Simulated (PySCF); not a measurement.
**How the method moves the HOMO and LUMO of `CO[Si@@H](O)P`**

Compound: CH₇O₂PSi.
Geometry (PBE0-D3(BJ)/def2-SVP, Å), atoms numbered from 1 in this order:
```
atom  x, y, z in Å
C1    -1.4632   -0.8909   -0.1452
O2    -0.1835   -0.6022    0.3432
Si3    0.7595    0.6629   -0.1639
O4     0.0980    2.1423    0.2047
P5     2.6281    0.4447    1.0486
H6    -1.4725   -1.0080   -1.2457
H7    -1.8086   -1.8374    0.2970
H8    -2.1908   -0.1038    0.1228
H9     0.9101    0.5825   -1.6542
H10   -0.3831    2.5940   -0.4936
H11    3.3822    1.2930    0.1789
H12    3.0088   -0.7481    0.3594
```

Basis pcSseg-2 throughout (PySCF), one geometry. One conformer (not necessarily the lowest) at the PBE0-D3(BJ)/def2-SVP geometry, without solvent, vibrations or thermal averaging.

Task: How do the orbital energies, the gap and the dipole change with the method?

Result: 
| method | kind | HOMO (eV) | LUMO (eV) | gap (eV) | μ (D) | SCF cycles |
| --- | --- | --- | --- | --- | --- | --- |
| B97-2 | global hybrid | -7.29 | 0.02 | 7.31 | 2.76 | 13 |
| PBE0 | global hybrid | -7.52 | 0.00 | 7.52 | 2.79 | 13 |
| mPW1PW91 | global hybrid | -7.55 | 0.00 | 7.55 | 2.79 | 13 |
| BHandHLYP | global hybrid | -8.51 | 0.63 | 9.14 | 2.89 | 12 |
| CAM-B3LYP | range-separated hybrid | -8.79 | 0.77 | 9.56 | 2.88 | 12 |
| wB97X-D | range-separated hybrid | -9.34 | 1.73 | 11.07 | 2.89 | 14 |
| LC-wPBE | range-separated hybrid | -10.13 | 1.95 | 12.08 | 3.01 | 14 |

The HOMO spans 2.84 eV, from B97-2 down to LC-wPBE, and the gap runs from 7.31 eV (B97-2) to 12.08 eV (LC-wPBE). Over the methods B97-2 (21 %), PBE0 (25 %), mPW1PW91 (25 %), BHandHLYP (50 %), a straight line through the gap against the share of exact exchange rises by 0.64 eV for each 10 % (correlation coefficient 1.000). The dipole ranges from 2.76 D (B97-2) to 3.01 D (LC-wPBE). This basis has no diffuse functions.
